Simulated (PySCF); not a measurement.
# Magnetisability: `C[P+]([BH3-])(C)C1CC1`, C5H14BP

Molfile (atoms numbered from 1):
```
C5H14BP
     RDKit          3D

 21 21  0  0  0  0  0  0  0  0999 V2000
   -0.7635   -1.3090   -1.4826 B   0  0  0  0  0  0  0  0  0  0  0  0
   -0.6045   -0.1083    0.0076 P   0  0  0  0  0  0  0  0  0  0  0  0
   -1.6108    1.4233   -0.1034 C   0  0  0  0  0  0  0  0  0  0  0  0
   -1.1389   -0.8029    1.6205 C   0  0  0  0  0  0  0  0  0  0  0  0
    1.0350    0.5711    0.4334 C   0  0  0  0  0  0  0  0  0  0  0  0
    1.9983    0.8211   -0.6913 C   0  0  0  0  0  0  0  0  0  0  0  0
    2.2294   -0.3188    0.2409 C   0  0  0  0  0  0  0  0  0  0  0  0
   -0.0635   -2.2421   -1.2344 H   0  0  0  0  0  0  0  0  0  0  0  0
   -0.4253   -0.6966   -2.4480 H   0  0  0  0  0  0  0  0  0  0  0  0
   -1.9252   -1.5872   -1.4906 H   0  0  0  0  0  0  0  0  0  0  0  0
   -1.2612    2.0066   -0.9534 H   0  0  0  0  0  0  0  0  0  0  0  0
   -1.5358    2.0191    0.8052 H   0  0  0  0  0  0  0  0  0  0  0  0
   -2.6493    1.1465   -0.2762 H   0  0  0  0  0  0  0  0  0  0  0  0
   -2.1698   -1.1405    1.5301 H   0  0  0  0  0  0  0  0  0  0  0  0
   -0.5115   -1.6615    1.8526 H   0  0  0  0  0  0  0  0  0  0  0  0
   -1.0605   -0.0671    2.4193 H   0  0  0  0  0  0  0  0  0  0  0  0
    1.0484    1.2596    1.2728 H   0  0  0  0  0  0  0  0  0  0  0  0
    1.6653    0.5869   -1.6917 H   0  0  0  0  0  0  0  0  0  0  0  0
    2.6452    1.6841   -0.6305 H   0  0  0  0  0  0  0  0  0  0  0  0
    3.0366   -0.2521    0.9558 H   0  0  0  0  0  0  0  0  0  0  0  0
    2.0528   -1.3152   -0.1366 H   0  0  0  0  0  0  0  0  0  0  0  0
  1  2  1  0
  2  3  1  0
  2  4  1  0
  2  5  1  0
  5  6  1  0
  6  7  1  0
  7  5  1  0
  1  8  1  0
  1  9  1  0
  1 10  1  0
  3 11  1  0
  3 12  1  0
  3 13  1  0
  4 14  1  0
  4 15  1  0
  4 16  1  0
  5 17  1  0
  6 18  1  0
  6 19  1  0
  7 20  1  0
  7 21  1  0
M  CHG  2   1  -1   2   1
M  END
```

Level of theory: GIAO B3LYP/pcSseg-1 magnetisability, rotational g tensor and spin-rotation constants, non-relativistic, gas phase in PySCF. Geometry: GFN2-xTB.

(1) How diamagnetic is it, and how anisotropic?

(2) Split it along the inertial axes a, b, c into diamagnetic and paramagnetic parts about the centre of mass, with the quadrupole moment.

(3) And the rotational g tensor?

## Answers

(1) Isotropic -1677 × 10⁻³⁰ J/T², or -101.0 × 10⁻⁶ cm³/mol; principal values -1771, -1632, -1628 × 10⁻³⁰ J/T², anisotropy 141 × 10⁻³⁰ J/T² (root of half the summed squared differences of the principal values). The susceptibility is in cgs units.

(2) 
| axis | χ (10⁻⁶ cm³/mol) | diamagnetic (10⁻⁶ cm³/mol) | paramagnetic (10⁻⁶ cm³/mol) | summed x² of all electrons (Å²) | quadrupole Θ (D Å) |
| --- | --- | --- | --- | --- | --- |
| a | -100.7 | -602.1 | 501.4 | 150.2 | +6.05 |
| b | -104.3 | -932.6 | 828.3 | 72.3 | -10.46 |
| c | -98.0 | -944.3 | 846.3 | 69.6 | +4.41 |

Anisotropies 2χaa − χbb − χcc = +1.0 and 2χbb − χaa − χcc = -9.8 × 10⁻⁶ cm³/mol. Θ is traceless in Buckingham's convention.

(3) 
```
axis  rotational constant (GHz)        g  nuclear part  electronic part
   a                     2.7655  -0.0048        0.6467          -0.6514
   b                     1.5617  +0.0071        0.6148          -0.6077
   c                     1.5451  -0.0039        0.6105          -0.6143
```
Asymmetric top; isotopes 11B, 12C, 1H, 31P; no vibrational averaging.
